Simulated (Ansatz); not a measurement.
`FC#[C][GeH2][SiH3]` + `FCS` → `FCS[SiH3]` + `FC#[C][GeH3]` at 700 K and 1 bar (cleavage of the Si–Ge bond).

Calculated with Ansatz (gas phase, PBE0-D4/def2-TZVP geometries, no zero-point term in ΔE). CCSD(T)/CBS is the MP2 limit (def2-TZVPP, def2-QZVPP) plus CCSD(T) − MP2 in def2-TZVPP, frozen cores. For Ge outer-core shells are correlated without core-valence functions, which leaves a few kJ/mol of doubt a bond. Scalar relativity is left out up to krypton. Each species was taken in one conformer, which may not be the lowest.

```
             species  CCSD(T)/CBS energy (Eh)  H − E (kJ/mol)  S (J/(mol·K))
`FC#[C][GeH2][SiH3]`              -2543.99145           223.6          505.0
               `FCS`               -537.40796           146.7          333.7
         `FCS[SiH3]`               -827.70796           217.3          431.6
      `FC#[C][GeH3]`              -2253.70460           151.6          391.2
```

H − E and S are ideal-gas, rigid-rotor, harmonic terms from PBE0-D4/def2-TZVP, for one conformer and one mirror image of each species. 1 Eh = 2625.50 kJ/mol, R = 8.31446 J/(mol·K).

Question: By hand: ΔE, ΔH, ΔS and ΔG.

Answer: ΔE = (-827.70796) + (-2253.70460) − (-2543.99145) − (-537.40796) = -0.01315 Eh = -34.5 kJ/mol. Δ(H − E) = 217.3 + 151.6 − 223.6 − 146.7 = -1.4, so ΔH = -35.9 kJ/mol. ΔS = 431.6 + 391.2 − 505.0 − 333.7 = -15.9 J/(mol·K). ΔG = -35.9 − 700 × (-15.9)/1000 = -24.8 kJ/mol.

Question: By hand: the equilibrium constant, and the temperature at which ΔG would vanish if ΔH and ΔS stayed fixed.

Answer: log₁₀ K = −ΔG/(RT ln 10) = 1.9. ΔG = 0 at ΔH/ΔS = 2258 K, though so small a ΔS makes that figure unsure.

ΔH outweighs TΔS. A doubt of 5 kJ/mol in ΔE shifts log₁₀ K by 0.4 here. Other conformers and mirror images would add mixing entropy, several J/(mol·K) or more a flexible species. Modes under 60 cm⁻¹, often nearly free rotors, make the harmonic entropy too high. These are equilibria of isolated gas molecules and say nothing of rates. Largest T1 diagnostic: 0.013 (customary marks: 0.02 for closed shells, 0.045 for open ones).
